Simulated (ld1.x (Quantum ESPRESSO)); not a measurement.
**What one change does to a pseudopotential (N (Z = 7), PAW)**

ld1.x (Quantum ESPRESSO) 7.5 input, shortened:

```
&input
   title='N', zed=7., rel=0, dft='PBESOL', iswitch=3,
   config='[He] 2s2 2p2.75 3d-2'
 /
 &inputp
   pseudotype=3, lpaw=.true., tm=.true., lloc=-2, rcloc=1.90,
   nlcc=.true., new_core_ps=.true.,
   which_augfun='PSQ', rmatch_augfun_nc=.true.
 /
6
2S  1  0   2.00   0.00  1.00  1.25  0.0
2S  1  0   0.00   0.95  1.00  1.25  0.0
2P  2  1   2.75   0.00  2.00  2.70  0.0
2P  2  1   0.00  -0.40  2.00  2.70  0.0
3D  3  2  -2.00  -0.10  2.10  2.20  0.0
3D  3  2  -2.00   1.15  2.10  2.20  0.0
 &test
   configts(1)='2s2 2p2.75'
 /
```

All-electron outer shells of the reference configuration (PBEsol, non-relativistic, ld1.x):

| shell | level (eV) | outermost node (bohr) | outermost maximum (bohr) |
| --- | --- | --- | --- |
| 2s | -21.58 | 0.32 | 1.02 |
| 2p | -10.09 | – | 0.97 |

Change: waves 2s (bound): rcut 1.00, rcutus 1.70 bohr; 2s channel at 0.95 Ry: rcut 1.00, rcutus 1.70 bohr.

Cutoffs: the cutoffs (Ry, on a coarse ladder) from which the occupation-weighted sum of valence levels, in a spherical-Bessel basis at the reference potential, stays within 10 and 1 mRy of its value at 400 Ry; they do not see the model core or the augmentation charge, which bear on the density cutoff. Errors are all-electron minus pseudo energies relative to the spin-unpolarised reference configuration.

Problem. How do hardness, ghosts and transferability respond?

Solution. The potential gets softer (18 Ry and 30 Ry → 12 Ry and 18 Ry); the number of tests that count goes from 6 to 1 (the test run of the changed file stopped, so its transferability is not established); neither file shows a bound ghost at the reference potential, the only one tested. A larger radius leaves more room for a smooth pseudo-wave, so fewer plane waves are needed.

| quantity | base | changed |
| --- | --- | --- |
| cutoff, loose | 18 Ry | 12 Ry |
| cutoff, tight | 30 Ry | 18 Ry |
| loose cutoff by channel (10 mRy a level) | s 15 Ry, p 6 Ry | s 12 Ry, p 6 Ry |
| bound ghosts | none | none |
| tests counted (converged, no solver errors) | 6 of 7 | 1 of 7 (the test run stopped) |
| error for 2s2 2p3, meV [ΔE -2.14 eV] | -1.0 | -1.0 |
| s: phases at 2.96 bohr within 0.05 rad from the reference energy up to (Ry; the scan ends near 5) | to the end of the scan | to the end of the scan |
| p: phases at 2.96 bohr within 0.05 rad from the reference energy up to (Ry; the scan ends near 5) | 4.1 | 4.1 |
| d: phases at 2.96 bohr within 0.05 rad from the reference energy up to (Ry; the scan ends near 5) | 4.3 | 4.3 |
| lowest overlap eigenvalue by channel | s 0.67, p 0.35, d 0.98 | s 0.35, p 0.35, d 0.98 |

Base: Tests not counted: 2s2 2p2 (solver errors, printed error -128 eV).
